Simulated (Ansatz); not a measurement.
Dissociation curve of AlH, singlet.

Computed with: UCCSDT = CCSDT on UHF/cc-pVTZ, frozen core (Ansatz, a first-principles code); RCCSDT = CCSDT on RHF/cc-pVTZ, frozen core run with Ansatz; UCCSD = CCSD on UHF/cc-pVTZ, frozen core (Ansatz).

Total energies in hartree (comparable only within one method and basis):

| R / Å | UCCSDT | RCCSDT | UCCSD |
|---|---|---|---|
| 1.24 | -242.48580 | -242.48583 | -242.48406 |
| 1.36 | -242.52085 | -242.52087 | -242.51910 |
| 1.41 | -242.52991 | -242.52993 | -242.52815 |
| 1.51 | -242.54111 | -242.54112 | -242.53932 |
| 1.57 | -242.54445 | -242.54446 | -242.54264 |
| 1.59 | -242.54512 | -242.54513 | -242.54330 |
| 1.66 | -242.54603 | -242.54605 | -242.54418 |
| 1.68 | -242.54594 | -242.54595 | -242.54407 |
| 1.79 | -242.54330 | -242.54331 | -242.54135 |
| 1.84 | -242.54117 | -242.54117 | -242.53918 |
| 1.93 | -242.53632 | -242.53633 | -242.53426 |
| 2.07 | -242.52715 | -242.52715 | -242.52492 |
| 2.23 | -242.51552 | -242.51552 | -242.51305 |
| 2.47 | -242.49793 | -242.49795 | -242.49472 |
| 2.70 | -242.48237 | -242.48244 | -242.47786 |
| 2.96 | -242.46730 | -242.46744 | -242.46143 |
| 3.32 | — | -242.45176 | -242.44483 |
| 3.72 | — | — | -242.43526 |
| 4.11 | — | — | -242.43182 |
| 4.44 | — | — | -242.43074 |
| 5.02 | — | — | -242.43011 |
| 5.90 | — | — | -242.42992 |
| 6.59 | — | — | -242.42989 |

Dashes: no converged value, or the column stops at the first point that the program doubted or that broke a chosen test of continuity, which isn't proof of a fault.

The unrestricted determinant behind UCCSDT, UCCSD is spin-contaminated at 1.24 to 1.93, 2.47 to 6.59 Å (<S²> up to 1.0, against 0.00 for a pure singlet). The T1 diagnostic of CCSD on the restricted reference of RCCSDT exceeds 0.045 at 2.96 to 6.59 Å.
